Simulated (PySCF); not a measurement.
The vertical singlet excitations below were computed for one of the candidates. Theory: TDDFT CAM-B3LYP/def2-SVPD, vertical, gas phase, core orbitals frozen in the response (PySCF 2.14.0, density-fitted response routines). Geometries: GFN2-xTB, one conformer each.

```tsv
state	E (eV)	f	main configurations (H = HOMO, L = LUMO)
S1	7.31	0.0018	H→L (72%)
S2	7.62	0.0057	H→L+1 (53%), H→L (10%), H→L+2 (10%)
S3	7.73	0.0028	H-1→L (63%), H-1→L+1 (21%)
S4	7.95	0.0099	H→L+3 (54%), H→L+2 (22%)
S5	8.17	0.0029	H-2→L (38%), H-2→L+1 (12%), H→L+2 (12%)
S6	8.47	0.037	H-3→L (14%), H-2→L+1 (13%)
S7	8.57	0.056	H→L+4 (29%), H-2→L+2 (11%), H→L+2 (10%)
S8	8.63	0.032	H→L+4 (21%), H-1→L+1 (14%), H→L+2 (11%)
```

**Question.** Which candidate is it? All have the formula C2H10O2Si2.
A. `CO[SiH2][SiH2]OC`
B. `COC[Si@H](O)[SiH3]`
C. `COC[SiH2][SiH2]O`
D. `CC[Si@@H](O)O[SiH3]`

**Answer.** D. Its S1, at 7.31 eV, is the highest among the candidates; the nearest of the others has S1 at 6.45 eV. S1 is HOMO→LUMO (72%). Löwdin shares by element: HOMO carbon 24% or more, silicon 18% or more, oxygen 16% or more, hydrogen 11% or more (atoms not listed hold the other 32%); LUMO silicon 41%, oxygen 25% (atoms not listed hold the other 34%). At the same level the other candidates give, for their lowest levels:
- `CO[SiH2][SiH2]OC`: 5.86 eV (f 0.027); 6.54 eV (f 0.003); 6.78 eV (f 0.014); 7.08 eV (f 0.033); 7.35 eV (f 0.010); T1 5.26 eV; HOMO -8.95, LUMO 0.31 eV
- `COC[SiH2][SiH2]O`: 6.45 eV (f 0.029); 6.95 eV (f 0.004); 7.11 eV (f 0.025); 7.19 eV (f 0.044); 7.72 eV (f 0.080); T1 5.78 eV; HOMO -9.21, LUMO 0.59 eV
- `COC[Si@H](O)[SiH3]`: 6.44 eV (f 0.010); 6.97 eV (f 0.003); 7.15 eV (f 0.051); 7.41 eV (f 0.016); 7.51 eV (f 0.082); T1 5.80 eV; HOMO -9.08, LUMO 0.76 eV

Shape of the structure used: `[CH3:1][CH2:2][Si@@H:3]([OH:4])[O:5][SiH3:6]`: C1–C2–Si3–O4 64°, C2–Si3–O5–Si6 58°, H–O4–Si3–C2 162°.
Triplets come from the Tamm–Dancoff approximation.
